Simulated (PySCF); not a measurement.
Species: CH5BF3N.
Geometry (GFN2-xTB, Å), atoms numbered from 1 in this order:
```xyz
11
CH5BF3N angstrom
N     -1.3019    0.1179   -0.1312
B      0.0950   -0.6280   -0.4903
C      1.1649    0.2380    0.3891
F      2.4525   -0.1289    0.3093
F      1.1393    1.5714    0.0688
F      0.8615    0.2362    1.7265
H     -1.4484    0.0659    0.8748
H     -1.2273    1.0952   -0.4059
H     -2.0758   -0.3221   -0.6185
H      0.0399   -1.7423   -0.1032
H      0.3057   -0.5007   -1.6454
```

The closed-shell SCF was solved with PySCF and density fitting under several settings on one GFN2-xTB geometry (grid level 2 and gas phase unless stated).

```tsv
settings	basis functions	SCF cycles	E (Eh)	HOMO (eV)	LUMO (eV)	dipole (D)
PBE0/pcSseg-1	127	13	-419.8185	-8.65	0.03	6.27
PBE0/def2-SVPD	169	12	-419.5658	-8.80	-0.47	6.19
LDA/pcSseg-1, IEF-PCM methanol, start guess sap	127	15	-417.2847	-7.31	0.23	7.36
```

Q: Estimate the row for these settings: OLYP/pcSseg-1, energy threshold 1e-07 Eh.

A: 
| settings | basis functions | SCF cycles | E (Eh) | HOMO (eV) | LUMO (eV) | dipole (D) |
| --- | --- | --- | --- | --- | --- | --- |
| OLYP/pcSseg-1, energy threshold 1e-07 Eh | 127 | 9 | -420.1169 | -6.84 | -0.99 | 6.05 |

Q: Over all rows, what range does the HOMO–LUMO gap span?

A: From 5.85 eV (OLYP/pcSseg-1, energy threshold 1e-07 Eh) to 8.68 eV (PBE0/pcSseg-1). The functional of the narrowest has no exact exchange, that of the widest 25 % exact exchange.

Q: And the dipole moment?

A: From 6.05 D (OLYP/pcSseg-1, energy threshold 1e-07 Eh) to 7.36 D (LDA/pcSseg-1, IEF-PCM methanol, start guess sap); the largest is 1.22 times the smallest, and the median is 6.23 D.

Q: Compare two rows with the functional PBE0: PBE0/pcSseg-1 and PBE0/def2-SVPD. Which energy is lower, and by how much?

A: PBE0/pcSseg-1 (127 functions) lies 0.2527 Eh or 159 kcal/mol below PBE0/def2-SVPD (169 functions). The smaller set gives the lower energy; the two sets aren't nested, so the variational bound doesn't order them by size.

Cycle counts include a coarse-grid stage where the run had one. The species at its GFN2-xTB geometry.
